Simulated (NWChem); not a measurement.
Molecule: GeH3O3Cl; SMILES [Ge]([OH])([OH])([Cl])[OH]

```xyz
8

O      0.9847    -1.3425     0.8944
Ge     0.0000     0.0000     0.2885
O     -1.6550    -0.1815     0.8944
O      0.6703     1.5240     0.8944
Cl     0.0000     0.0000    -1.8921
H      1.8725    -1.3233     0.4886
H     -2.0823    -0.9600     0.4886
H      0.2098     2.2833     0.4886
```
Atoms are numbered in this order, from 1.

All runs: NWChem. All runs use the structure optimised with PBE-D3(BJ)/def2-SVP.

### Question
Estimate the computed values for PBE/cc-pVDZ. Quantities: highest occupied level (eV); orbital gap (eV); dipole (D).

### Answer
The highest occupied level (eV) comes out as -7.38, the orbital gap (eV) is 5.67 and the dipole (D) is 0.75.
